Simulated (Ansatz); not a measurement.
`O[BH][GaH][GeH3]` → `O[BH][GaH2]` + `[GeH2]` at 500 K and 1 bar (germylene loss).

Calculated with Ansatz (gas phase, PBE0-D4/def2-TZVP geometries, no zero-point term in ΔE). CCSD(T)/CBS is the MP2 limit (def2-TZVPP, def2-QZVPP) plus CCSD(T) − MP2 in def2-TZVPP, frozen cores. For Ga, Ge outer-core shells are correlated without core-valence functions, which leaves a few kJ/mol of doubt a bond. Scalar relativity is left out up to krypton. Each species was taken in one conformer, which may not be the lowest.

| species | CCSD(T)/CBS energy (Eh) | H − E (kJ/mol) | S (J/(mol·K)) |
| --- | --- | --- | --- |
| `O[BH][GaH][GeH3]` | -4103.64889 | 201.1 | 461.0 |
| `O[BH][GaH2]` | -2026.31965 | 140.2 | 349.9 |
| `[GeH2]` | -2077.24753 | 46.3 | 239.7 |

H − E and S are ideal-gas, rigid-rotor, harmonic terms from PBE0-D4/def2-TZVP, for one conformer and one mirror image of each species. 1 Eh = 2625.50 kJ/mol, R = 8.31446 J/(mol·K).

By hand: ΔE, ΔH, ΔS and ΔG.

ΔE = (-2026.31965) + (-2077.24753) − (-4103.64889) = 0.08171 Eh = 214.5 kJ/mol. Δ(H − E) = 140.2 + 46.3 − 201.1 = -14.6, so ΔH = 199.9 kJ/mol. ΔS = 349.9 + 239.7 − 461.0 = 128.6 J/(mol·K). ΔG = 199.9 − 500 × (128.6)/1000 = 135.6 kJ/mol.

By hand: the equilibrium constant, and the temperature at which ΔG would vanish if ΔH and ΔS stayed fixed.

log₁₀ K = −ΔG/(RT ln 10) = -14.2. ΔG = 0 at ΔH/ΔS = 1554 K.

The number of gas molecules changes by +1, which sets the sign of ΔS. A doubt of 5 kJ/mol in ΔE shifts log₁₀ K by 0.5 here. Other conformers and mirror images would add mixing entropy, several J/(mol·K) or more a flexible species. Modes under 60 cm⁻¹, often nearly free rotors, make the harmonic entropy too high. These are equilibria of isolated gas molecules and say nothing of rates. Largest T1 diagnostic: 0.014 (customary marks: 0.02 for closed shells, 0.045 for open ones).
